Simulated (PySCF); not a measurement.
C3H2F3, SMILES [CH]=CC(F)(F)F, multiplicity 2. Coordinates come from a PBE-D3(BJ)/def2-SVP optimisation. The isomer is the one that the SMILES or the coordinates give; other isomers of the formula were not compared.

Computed equilibrium geometry at PBE-D3(BJ)/def2-SVP (PySCF confirms it by a frequency run) as a Z-matrix, and its point group:
point group Cs.
```
C
C 1 1.3190
H 2 1.0965 1 138.79
H 1 1.1106 2 122.34 3 0.00
C 1 1.5101 4 113.71 2 180.00
F 5 1.3456 1 112.72 4 -180.00
F 5 1.3557 6 108.00 1 122.31
F 5 1.3557 6 108.00 7 115.38
```
Charge 0, spin multiplicity 2.
